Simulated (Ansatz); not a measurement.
`[CH3][Ta](=[O])([OH])[OH]`, charge 0, multiplicity 1.

Question: Give a relaxed structure at PBE0-D4/def2-TZVP (Ansatz 0.2.0). (Estimate.)

Answer: Ansatz gave: 
```xyz
10

C     0.3074   -0.2758   -1.4998
Ta    0.0030    0.1953    0.5888
O     1.3052    1.2446    0.9921
O     0.1031   -1.4325    1.5736
O    -1.6721    1.0890    0.7461
H     1.2789   -0.7568   -1.6489
H     0.2953    0.6351   -2.1060
H    -0.4723   -0.9487   -1.8714
H     0.7363   -1.7369    2.2237
H    -1.8849    1.9866    1.0018
```
Point group Cs.
This is one stationary point; other conformers may exist.
